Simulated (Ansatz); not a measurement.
## Ansatz (development build ahead of 0.2.0) run

```yaml
crystal:
  periodic: [false, false, false]
  atoms:
    - { symbol: B, position_ang: [1.42452, -0.00949, -0.04878] }
    - { symbol: "N", position_ang: [0.71445, 1.19155, 0.01742] }
    - { symbol: B, position_ang: [-0.75115, 1.22538, 0.03198] }
    - { symbol: "N", position_ang: [-1.41788, 0.00534, -0.04821] }
    - { symbol: B, position_ang: [-0.73045, -1.26579, 0.03888] }
    - { symbol: "N", position_ang: [0.71628, -1.21737, -0.04534] }
    - { symbol: H, position_ang: [2.66746, -0.02993, 0.01416] }
    - { symbol: H, position_ang: [1.19494, 2.09054, 0.0319] }
    - { symbol: H, position_ang: [-1.28685, 2.24573, -0.02625] }
    - { symbol: H, position_ang: [-2.4855, -0.01534, -0.02499] }
    - { symbol: H, position_ang: [-1.28271, -2.26156, -0.03462] }
    - { symbol: H, position_ang: [1.22146, -2.07846, -0.03131] }
basis:
  gaussian: { orbitals: cc-pVDZ }
hamiltonian:
  xc: hf
correlation:
  method: mp2
  frozen_orbitals: { B: 1, H: 0, "N": 1 }
```

The input is written out in the form of the current development build from the run's settings.

The run gave:

```
Converged                       : yes
Reference energy                : -241.15804 hartree
Correlation energy              : -0.73731 hartree
Total energy                    : -241.89535 hartree
Spin squared of the determinant : 0.000
```
